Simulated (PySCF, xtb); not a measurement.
Al(Br)(Me)(NH2) (CH5AlBrN), SMILES [Al]([Br])([NH2])[CH3].

GFN2-xTB (xtb) at its own geometry gives an orbital gap of 4.52 eV and a dipole moment of 5.41 D.

Geometry: TPSSh-D3(BJ)/def2-SVP. The structure was generated by enumeration; whether it is a known compound was not checked. One conformer was computed; it need not be the lowest.

Question: What does PBE/def2-TZVP run with PySCF give? (Estimate from the structure and the level; the computed values follow.)

Answer: gap 5.24 eV (levels -6.18 and -0.94 eV), dipole 2.40 D.
